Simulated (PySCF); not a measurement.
**UHF on In²⁺ (indium, charge +2)**

Configuration: [Kr] 4d10 5s1, 2S determinant. Computed with PySCF 2.14 in x2c-SVPall, with the spin-free X2C one-electron Hamiltonian (Gaussian nucleus).

- Total energy: -5876.795097 hartree
- One-electron energy: -8058.4571 hartree
- Hartree (Coulomb) energy: 2339.8831 hartree
- Exchange energy: -158.2212 hartree
- ⟨S²⟩: 0.7505
- ⟨L²⟩: 0.000
- Sum of ⟨r⟩: 28.32 bohr
- Sum of ⟨r²⟩: 32.69 bohr²
- Langevin diamagnetic susceptibility: -25.9 ×10⁻⁶ cm³/mol
- Time after the integrals: 0.06 s of wall time on 1 thread of Neoverse-V2 (shared host)

```
shell  electrons  mean orbital energy (eV)  rms radius, mean of both spins (bohr)
 1s α          1                  -28097.6                                 0.0341
 1s β          1                  -28097.5                                 0.0341
 2s α          1                   -4313.6                                  0.139
 2s β          1                   -4313.5                                  0.139
 2p α          3                   -3870.0                                  0.124
 2p β          3                   -3870.0                                  0.124
 3s α          1                   -873.24                                  0.371
 3s β          1                   -873.07                                  0.371
 3p α          3                   -723.76                                  0.372
 3p β          3                   -723.69                                  0.372
 3d α          5                   -491.14                                  0.352
 3d β          5                   -491.11                                  0.352
 4s α          1                   -163.22                                  0.907
 4s β          1                   -162.81                                  0.907
 4p α          3                   -116.13                                  0.988
 4p β          3                   -115.98                                  0.988
 4d α          5                   -45.958                                   1.26
 4d β          5                   -45.683                                   1.26
 5s α          1                   -26.826                                   2.59
```

Densities and radii are taken from the X2C orbitals without a picture-change correction, which distorts them close to the nucleus.
